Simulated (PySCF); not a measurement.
NMR data simulated for an unnamed compound:

1H NMR (400 MHz, computed): δ 9.72 (d, 1H), 5.21 (m, 1H), 5.20 (d, 1H), 4.95 (d, 1H), 4.75 (s, 6H), 4.24 (d, 3H).

13C{1H} NMR (computed): δ 203.6 (CH), 77.9 (CH).

Computational details: GFN2-xTB geometry, GIAO PBE0/pcSseg-1 shieldings, in PySCF 2.14.0 with density-fitted response routines (one conformer, no solvent, one averaged value for each set of equivalent atoms, non-relativistic).

δ = σ(ref) − σ, references computed at the same level: TMS for 1H, 13C.

Which of these does the molecule contain: an aldehyde, an NH or NH2 group, a Si–H bond, a methoxy group, an N-methyl group?

Answers


- An aldehyde: yes (δC 203.6; δH 9.72 (d)).
- An NH or NH2 group: no.
- A Si–H bond: yes (δH 4.24 (d)).
- A methoxy group: no.
- An N-methyl group: no.

The data belong to SMILES O=C[C@H]([SiH3])O[SiH2]N([SiH3])[SiH3], C$_{2}$H$_{13}$NO$_{2}$Si$_{4}$; they needn't prove each group on their own.

Carbon signals by region: 1 in the far downfield region (above 160 ppm), 1 at 50–100 ppm. Above 160 ppm: 203.6, aldehyde carbonyl carbon.

Shifts are as computed. Against solution values, carbons near 30 ppm lie about +3 ppm off and those near 130 ppm about +5 ppm. Of 1309 compounds with measured shifts, 239 miss one by over three times the rms of a fit or turn the order of signals round; such compounds aren't used in these exercises. Multiplicities follow the n + 1 count of equivalent neighbours, as no J values were calculated; m marks all less simple cases, F and P coupling included.
